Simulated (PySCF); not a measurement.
GaH2, SMILES [GaH2+], charge +1.

The structure is a stationary point at B3LYP-D3(BJ)/def2-TZVPD. The multiplicity is an assumed one; other spin states were not compared. The isomer is the one that the SMILES or the coordinates give; other isomers of the formula were not compared.

Calculation: B3LYP-D3(BJ)/def2-TZVPD (PySCF).

Frequencies are harmonic and unscaled.

Modes within 1.5 cm⁻¹ of each other (mostly degenerate sets) share a row, with their intensities summed.

| mode | ν (cm⁻¹) | IR (km/mol) | moving atoms (share of kinetic energy) |
|---|---|---|---|
| 1–2 | 672 | 61.3 | H 97 % |
| 3 | 2064 | 0.0 | H 100 % |
| 4 | 2161 | 0.4 | H 97 % |
